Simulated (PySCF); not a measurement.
Job file and geometry (Å, from GFN2-xTB) of an NMR shielding run on `CO[SiH2]OC[C@@H](C)[SiH3]`, C4H14O2Si2, PySCF 2.14.0, density-fitted response routines, GIAO PBE0/pcSseg-1 NMR shielding, non-relativistic, gas phase; density fitting, a coarse starting grid and PySCF grid level 2 are the driver's defaults:

```
$ OMP_NUM_THREADS=1 python probes_run.py task.json out

{"job": {"kind": "nmr", "xc": "PBE0", "basis": "pcSseg-1"}, "charge": 0, "multiplicity": 1}
C     -4.030720    -0.333537    -0.701261
O     -2.651490    -0.234897    -0.520037
Si    -1.673931    -1.171434     0.376350
O     -0.167534    -0.654173     0.125105
C      0.346711     0.651528     0.217966
C      1.739047     0.645834    -0.392502
C      2.561280     1.834878     0.088001
Si     2.497921    -1.057070     0.035318
H     -4.372989     0.575742    -1.197648
H     -4.273285    -1.197597    -1.324886
H     -4.548818    -0.440294     0.254731
H     -2.084196    -1.061848     1.781665
H     -1.581411    -2.545758    -0.091838
H      0.406000     0.931519     1.277736
H     -0.328634     1.355232    -0.280823
H      1.634907     0.719409    -1.479038
H      2.724336     1.782019     1.162794
H      2.052310     2.773627    -0.131857
H      3.530682     1.848080    -0.404585
H      2.255931    -1.371779     1.442840
H      2.002774    -2.105497    -0.848889
H      3.950700    -0.924599    -0.160717
```

**Question.** Write the output of this run.

**Answer.** 
```
coarse grid: 18448 points
cycle   1  E = -889.4548045392  dE =  7.781e-01  |g| = 8.924e-01  |ddm| = 4.010e+00
cycle   2  E = -889.2568048818  dE =  1.980e-01  |g| = 1.363e+00  |ddm| = 1.863e+00
cycle   3  E = -889.5993588894  dE = -3.426e-01  |g| = 9.190e-02  |ddm| = 1.280e+00
cycle   4  E = -889.6005929273  dE = -1.234e-03  |g| = 4.490e-02  |ddm| = 9.713e-02
cycle   5  E = -889.6010743108  dE = -4.814e-04  |g| = 8.138e-03  |ddm| = 4.320e-02
cycle   6  E = -889.6010876355  dE = -1.332e-05  |g| = 3.179e-03  |ddm| = 9.045e-03
cycle   7  E = -889.6010895087  dE = -1.873e-06  |g| = 4.994e-04  |ddm| = 2.327e-03
final grid: 166312 points
cycle   8  E = -889.6693146772  dE = -3.181e-05  |g| = 1.308e-02  |ddm| = 2.533e-02
cycle   9  E = -889.6692834171  dE =  3.126e-05  |g| = 1.849e-02  |ddm| = 2.026e-02
cycle  10  E = -889.6693472794  dE = -6.386e-05  |g| = 1.369e-03  |ddm| = 1.272e-02
cycle  11  E = -889.6693476754  dE = -3.960e-07  |g| = 2.287e-04  |ddm| = 1.372e-03
cycle  12  E = -889.6693476860  dE = -1.060e-08  |g| = 7.776e-05  |ddm| = 2.701e-04
cycle  13  E = -889.6693476871  dE = -1.164e-09  |g| = 2.728e-05  |ddm| = 8.132e-05
cycle  14  E = -889.6693476873  dE = -1.455e-10  |g| = 6.687e-06  |ddm| = 2.694e-05
converged SCF energy = -889.6693476873

GIAO shielding tensors (ppm)
atom      isotropic    diamagn.    paramagn.     s11        s22        s33       span
  0 C      136.039     237.180    -101.141    108.598    114.011    185.508     76.910
  1 O      322.802     406.247     -83.446    282.475    323.577    362.353     79.877
  2 Si     385.036     884.452    -499.416    364.460    374.718    415.930     51.470
  3 O      273.679     402.693    -129.014    209.096    283.377    328.563    119.467
  4 C      117.159     247.273    -130.114     86.347    109.475    155.656     69.310
  5 C      162.949     253.075     -90.126    141.523    167.003    180.321     38.798
  6 C      171.273     245.457     -74.184    160.040    166.530    187.249     27.209
  7 Si     414.693     880.468    -465.775    387.847    390.211    466.020     78.173
  8 H       27.702      27.148       0.554     23.311     25.607     34.188     10.877
  9 H       27.874      26.185       1.689     23.406     25.643     34.573     11.167
 10 H       27.980      26.308       1.671     23.685     25.747     34.507     10.822
 11 H       26.832      32.044      -5.212     23.432     25.226     31.838      8.405
 12 H       27.082      32.293      -5.212     22.982     25.902     32.361      9.380
 13 H       28.409      34.111      -5.702     23.673     29.274     32.279      8.606
 14 H       27.264      33.951      -6.687     21.563     29.639     30.592      9.029
 15 H       29.924      33.757      -3.834     26.282     28.869     34.620      8.337
 16 H       30.916      29.617       1.299     26.794     29.267     36.686      9.892
 17 H       30.606      29.270       1.337     25.615     28.367     37.836     12.221
 18 H       30.429      27.947       2.482     25.612     27.944     37.729     12.117
 19 H       28.056      30.296      -2.239     24.749     26.926     32.494      7.745
 20 H       27.627      30.402      -2.775     23.608     26.618     32.656      9.048
 21 H       28.149      29.741      -1.592     24.684     26.289     33.475      8.791
```

**Question.** Turn these shieldings into chemical shifts. δ = σ(ref) − σ, references computed at the same level: 13C (σref 186.93) and 29Si (σref 349.16) and 1H (σref 31.72) vs TMS; 17O (σref 336.08) vs H2O.

**Answer.** Averaging equivalent atoms: C 4: 69.8; C 0: 50.9; C 5: 24.0; C 6: 15.7; O 3: 62.4; O 1: 13.3; Si 2: -35.9; Si 7: -65.5; H 11: 4.88; H 12: 4.64; H 14: 4.45; H 8/9/10: 3.87; H 19/20/21: 3.77; H 13: 3.31; H 15: 1.79; H 16/17/18: 1.07 ppm. Experimental scales use liquid or dissolved standards, which lie at an offset from isolated H2O (liquid H2O: subtract about 36 ppm).

Size and cost of the density-fitted run: 220 basis functions, 81 s wall time on 1 thread of an Arm Neoverse V1, shared host; peak memory 1 GiB.
